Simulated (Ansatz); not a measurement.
Start from `[AlH]1[SiH2][S]1` and change one atom or group to get `[Br][Al]1[SiH2][S]1`.

Ansatz, PBE0-D4/def2-TZVP geometries, multiplicity 1. 

Scalar relativity is left out up to krypton.

```csv
property,`[AlH]1[SiH2][S]1`
"ideal-gas entropy at 298 K and 1 bar (rigid rotor, harmonic PBE0-D4/def2-TZVP) / J/(mol·K)",296
size of the dipole moment (B3LYP/def2-TZVPP) / D,1.94
HOMO–LUMO gap (ωB97M-V/def2-TZVPP) / eV,8.46
LUMO energy (PBE/def2-TZVPP) / eV,-2.54
LUMO energy (PBE0/def2-TZVPP) / eV,-1.80
LUMO energy (ωB97M-V/def2-TZVPP) / eV,-0.11
```

(1) Give the same properties after the change, and the shifts. (Estimate.)

## Answers

(1) Computed: 
```csv
property,`[Br][Al]1[SiH2][S]1`,shift
"ideal-gas entropy at 298 K and 1 bar (rigid rotor, harmonic PBE0-D4/def2-TZVP) / J/(mol·K)",344,48
size of the dipole moment (B3LYP/def2-TZVPP) / D,1.41,-0.53
HOMO–LUMO gap (ωB97M-V/def2-TZVPP) / eV,8.73,0.27
LUMO energy (PBE/def2-TZVPP) / eV,-2.54,0.00
LUMO energy (PBE0/def2-TZVPP) / eV,-1.76,0.04
LUMO energy (ωB97M-V/def2-TZVPP) / eV,-0.06,0.05
```

Dipoles are sizes alone; their direction can turn.

B3LYP here is the variant with VWN-RPA as its local correlation; programs differ in this.

Spin–orbit coupling is left out; it splits and shifts lone-pair levels of the heavy atoms by tenths of an eV.
